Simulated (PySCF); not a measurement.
Compound: C8H11NSe.
Geometry (PBE0-D3(BJ)/def2-SVP, Å), atoms numbered from 1 in this order:
```xyz
21
C8H11NSe angstrom
C      3.375   -0.962   -0.755
C      2.327   -0.845    0.210
C      1.143   -0.409   -0.322
C     -0.143   -0.136    0.393
C     -0.536    1.367    0.360
C     -1.632    1.461   -0.695
C     -2.439    0.190   -0.451
C     -1.368   -0.879   -0.218
Se     1.410   -0.145   -2.153
N      3.139   -0.660   -2.003
H      4.386   -1.300   -0.496
H      2.453   -1.080    1.269
H      0.013   -0.452    1.436
H      0.328    2.019    0.167
H     -0.948    1.651    1.341
H     -2.225    2.385   -0.623
H     -1.192    1.442   -1.709
H     -3.123   -0.065   -1.274
H     -3.056    0.318    0.455
H     -1.079   -1.343   -1.174
H     -1.712   -1.697    0.430
```

The calculation used PySCF, PBE0-D3(BJ)/def2-SVP geometry optimisation, gas phase.

Take the most abundant isotopes and a rigid rotor. The values belong to one conformer with, in the numbering `[cH:1]1[cH:2][c:3]([CH:4]2[CH2:5][CH2:6][CH2:7][CH2:8]2)[se:9][n:10]1`, C2–C3–C4–C5 114°, C3–C4–C5–C6 103°, C4–C5–C6–C7 39°, C5–C6–C7–C8 -42°, C6–C7–C8–C4 29°.

Question: Give the principal moments of inertia and the rotational constants in MHz.

Answer: Ia = 240.14, Ib = 731.38, Ic = 838.48 u·Å²; 505379 MHz·u·Å²/I gives A = 2105, B = 691.0, C = 602.7 MHz.

Question: Classify the top.

Answer: An asymmetric top; Ray's κ = -0.882.

Question: What does the inertial defect say?

Answer: Not planar: Δ = Ic − Ia − Ib = -133.04 u·Å². For a rigid frame Δ = −2 Σ m c², so Σ m c² = 66.52 u·Å² lies off the ab plane: 18.24 from hydrogen and 48.28 from heavier atoms. The atom farthest from that plane is 2.07 Å away.

Question: Give the other two planar moments, Paa and Pbb, and the rms extents of the mass along the axes.

Answer: Paa = Σ m a² = (Ib + Ic − Ia)/2 = 664.86 and Pbb = Σ m b² = (Ia + Ic − Ib)/2 = 173.62 u·Å². With the mass M = 201.01 u, the rms extents √(P/M) along a, b and c are 1.82, 0.93, 0.58 Å.

Question: Where do the levels up to J = 4 lie, in MHz?

Answer: Above 0(0,0):
J = 1: 1(0,1) 1294, 1(1,1) 2707, 1(1,0) 2796
J = 2: 2(0,2) 3877, 2(1,2) 5206, 2(1,1) 5471, 2(2,1) 9712, 2(2,0) 9716
J = 3: 3(0,3) 7742, 3(1,3) 8953, 3(1,2) 9482, 3(2,2) 13593, 3(2,1) 13613, 3(3,1) 20884, 3(3,0) 20884
J = 4: 4(0,4) 12878, 4(1,4) 13944, 4(1,3) 14825, 4(2,3) 18765, 4(2,2) 18824, 4(3,2) 26067, 4(3,1) 26067, 4(4,1) 36263, 4(4,0) 36263

Question: Which lines would a microwave search look for?

Answer: The dipole components are |μa| = 2.84 D, |μb| = 1.48 D, |μc| = 0.00 D. The squared components, which scale the intensities, stand as 1.00 : 0.27 : 0.00 (a : b : c). Some lines, for components of 0.1 D or more:

```
type  branch         J(Ka,Kc)    MHz  lower level (cm⁻¹)
   a       Q  3(1,2) ← 3(1,3)    529               0.299
   a       Q  4(1,3) ← 4(1,4)    882               0.465
   b       R  4(1,3) ← 3(2,2)   1232               0.453
   a       R  1(0,1) ← 0(0,0)   1294               0.000
   b       Q  2(1,1) ← 2(0,2)   1594               0.129
   a       R  2(0,2) ← 1(0,1)   2583               0.043
   a       R  3(0,3) ← 2(0,2)   3865               0.129
   b       R  2(1,2) ← 1(0,1)   3913               0.043
   b       R  4(0,4) ← 3(1,3)   3925               0.299
   b       Q  2(2,0) ← 2(1,1)   4245               0.183
   b       Q  3(2,2) ← 3(1,3)   4640               0.299
   a       R  4(0,4) ← 3(0,3)   5135               0.258
   a       R  4(3,2) ← 3(3,1)   5183               0.697
   a       R  4(3,1) ← 3(3,0)   5183               0.697
   a       R  4(2,2) ← 3(2,1)   5211               0.454
   a       R  4(1,3) ← 3(1,2)   5343               0.316
   b       R  2(2,1) ← 1(1,0)   6916               0.093
   b       R  2(2,0) ← 1(1,1)   7009               0.090
   b       Q  4(3,2) ← 4(2,3)   7302               0.626
   b       R  3(2,1) ← 2(1,2)   8407               0.174
   b       R  4(2,2) ← 3(1,3)   9872               0.299
   b       Q  4(4,1) ← 4(3,2)  10197               0.869
   b       R  3(3,0) ← 2(2,1)  11172               0.324
   b       R  4(3,2) ← 3(2,1)  12454               0.454
   b       R  4(4,0) ← 3(3,1)  15379               0.697
```

Question: Estimate the classical rotational partition function at 100 K, 200 K and 500 K.

Answer: Point group C1, symmetry number σ = 1; q = (√π/σ)·√((kT/h)³/(ABC)), k/h = 20836.6 MHz/K: 180000 at 100 K, 509000 at 200 K, 2010000 at 500 K.

Stationary, but not proved a minimum. Zero-point vibration and centrifugal distortion are left out. Quadrupole hyperfine structure (14N) is left out.
